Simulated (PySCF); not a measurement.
# C⁺: ionisation energy

C⁺ [He] 2s2 2p1 (2P) → C²⁺ [He] 2s2 (1S), as a difference of total energies. Computed with PySCF 2.14 in Sapporo-DZP-2012 (4s3p1d, 18 functions), with scalar relativity by spin-free X2C-1e. Correlated levels: valence: 1s2 frozen. The calculations carry no spin-orbit coupling.

| method | ionisation energy (eV) |
| --- | --- |
| UHF | 24.103 |
| PBE0 | 24.783 |
| TPSS | 24.962 |
| MP2 (valence) | 24.190 |
| SCS-MP2 (valence) | 24.141 |
| CCSD (valence) | 24.024 |
| CCSD(T) (valence) | 24.044 |

Problem. How much does correlation contribute at CCSD(T) (valence)?

Solution. 24.044 − (24.103) = -0.059 eV, measured against UHF.

Errors of the correlated levels include the incompleteness of this basis and the frozen core.

The coupled-cluster amplitudes are large for C²⁺ (T1 above 0.03 or a double amplitude above 0.15), so a single reference is strained.

For comparison: 24.378 eV (measured; NIST levels, between the centres of gravity of the two terms).
